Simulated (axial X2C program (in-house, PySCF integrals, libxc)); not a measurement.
The numbers below are computed, except where a source is named.
# MoN⁻: input and output

Program: an in-house all-electron X2C program for linear molecules (integrals from PySCF).

Input file and command:
```json
{
 "zs": [
  42,
  7
 ],
 "q": -1,
 "bas": [
  "dyall-acv3z",
  "dyall-av3z"
 ],
 "levels": [
  "PBE0",
  "HF",
  "LDA"
 ],
 "cc": true,
 "r0": 1.81,
 "thr": -1.0,
 "nmax": 90,
 "npts": 10,
 "nst": 2,
 "ntry": 6
}
```
```bash
python so2c.py task.json out
```

Keys: zs atomic numbers; q charge; bas basis sets; levels methods; cc coupled cluster on or off; r0 starting distance in Å; thr threshold in hartree for freezing inner shells (an s shell follows its p shell); nmax most natural virtual spinors; npts points on the curve; nst determinants followed; ntry starts of the search. HF also brings MP2.

Output of the HF step, two-component, at R = 1.625 Å for the state Ω = 1. It starts from PBE0 orbitals of this distance.

```
two-component X2C + atomic mean field  HF
basis functions 220  fitting functions 1022  grid points 5074
iter        total energy     max residual
   1      -4099.024124085     3.92e-01
   2      -4099.051389752     2.32e-02
   3      -4099.054967530     1.27e-01
   4      -4099.060513196     3.23e-02
   5      -4099.063324459     2.11e-02
   6      -4099.067433397     6.08e-02
   7      -4099.069478487     4.48e-02
   8      -4099.071123852     3.09e-03
   9      -4099.071569719     1.06e-02
  10      -4099.071845174     9.02e-03
  11      -4099.072079688     2.36e-03
  12      -4099.072266460     3.46e-03
  13      -4099.072582345     9.77e-03
  14      -4099.073036192     1.65e-02
  15      -4099.073655873     1.46e-02
  16      -4099.075109592     7.52e-03
  17      -4099.075131001     1.09e-02
  18      -4099.075873065     1.64e-03
  19      -4099.076082645     2.44e-03
  20      -4099.076161922     1.89e-03
  21      -4099.076200138     5.83e-04
  22      -4099.076207123     4.35e-04
  23      -4099.076214434     3.33e-04
  24      -4099.076216607     1.13e-04
  25      -4099.076218290     1.52e-04
  26      -4099.076218928     1.37e-04
  27      -4099.076219225     4.44e-05
  28      -4099.076219337     3.06e-05
  29      -4099.076219399     4.36e-05
  30      -4099.076219428     2.01e-05
  31      -4099.076219439     6.85e-06
  32      -4099.076219443     9.58e-06
  33      -4099.076219444     4.82e-06
  34      -4099.076219445     1.84e-06
converged
one-electron -5851.65151984  Coulomb 1788.00543268  exact exchange -129.26916562  xc functional 0.00000000  nuclear repulsion 95.74036924  atomic mean-field constant -1.90133591
correlated 12  virtual 310  natural virtual 90  E(MP2) -0.371430034  MP2 remainder -0.022279865
iter   CCSD correlation   residual
   1     -0.319692971   2.40e-01
   2     -0.340975871   1.30e-01
   3     -0.353878540   6.81e-02
   4     -0.358400839   3.44e-02
   5     -0.361019920   1.79e-02
   6     -0.361358373   7.78e-03
   7     -0.361537848   4.72e-03
   8     -0.361597892   2.73e-03
   9     -0.361507899   1.61e-03
  10     -0.361566046   7.24e-04
  11     -0.361532609   3.51e-04
  12     -0.361537224   1.59e-04
  13     -0.361533316   8.59e-05
  14     -0.361529664   4.58e-05
  15     -0.361528604   2.28e-05
  16     -0.361527495   1.31e-05
  17     -0.361526954   7.84e-06
  18     -0.361526764   5.37e-06
  19     -0.361526456   3.31e-06
  20     -0.361526496   1.95e-06
  21     -0.361526454   1.10e-06
  22     -0.361526459   6.26e-07
(T) -0.023169059  T1 0.1074  D1 0.1667  max T2 0.103
```
Energies are in hartree; totals compare only within one Hamiltonian and basis. T1 is large, a sign of multireference character or of a spin-contaminated reference. T1 in the output is the amplitude norm over the root of the electron number; divide by √2 for the Lee–Taylor value. The determinant is spin-polarised beyond a pure state at some levels (its spin-free form has ⟨S²⟩ too high), which makes Re and μ there less reliable.
